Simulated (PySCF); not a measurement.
Simulated outer-valence photoelectron spectrum of `[C-]#[N+][Ga]` (gallium isocyanide) [singlet]. The calculation used EOM-IP-CCSD/aug-cc-pVDZ in PySCF, restricted Hartree–Fock reference, 11 core orbitals frozen, non-relativistic, gas phase, PBE0-D3(BJ)/def2-SVP geometry.

Each root has a Gaussian of 0.6 eV full width with its one-hole share as area; cross sections and vibrations are left out, and the highest printed point is 100.

(ionisation energy (eV), intensity): (9.2, 0), (9.4, 3), (9.6, 14), (9.8, 38), (10.0, 54), (10.2, 42), (10.4, 17), (10.6, 4), (10.8, 3), (11.0, 12), (11.2, 34), (11.4, 52), (11.6, 43), (11.8, 22), (12.0, 21), (12.2, 56), (12.4, 100), (12.6, 98), (12.8, 51), (13.0, 15), (13.2, 2), (13.4, 0), (13.6, 0), (13.8, 0), (14.0, 0), (14.2, 0), (14.4, 0), (14.6, 0), (14.8, 0), (15.0, 0), (15.2, 0), (15.4, 0), (15.6, 0), (15.8, 0), (16.0, 0), (16.2, 0), (16.4, 0), (16.6, 1), (16.8, 7), (17.0, 23), (17.2, 44), (17.4, 44), (17.6, 24), (17.8, 7), (18.0, 1), (18.2, 0)

Question: Where are the maxima, and how many lines lie under the curve?

Answer: 4 maxima, at 10.0, 11.4, 12.5 and 17.3 eV, from 5 lines. At this width some lines have no maximum of their own.

Question: List the lines with their holes.

Answer: 
```tsv
E (eV)	leading hole (HF orbital)	area	Koopmans (eV)
10.02	HOMO	0.95	10.11
11.44	HOMO-1	0.93	12.74
12.49	HOMO-3	0.94	13.00
12.49	HOMO-2	0.94	13.00
17.30	HOMO-4	0.84	19.68
```

The widest gap, 4.81 eV, lies between 12.49 and 17.30 eV. Only orbitals with −ε under 21 eV, eight at most, were ionised, so the high end of the curve may lack lines.
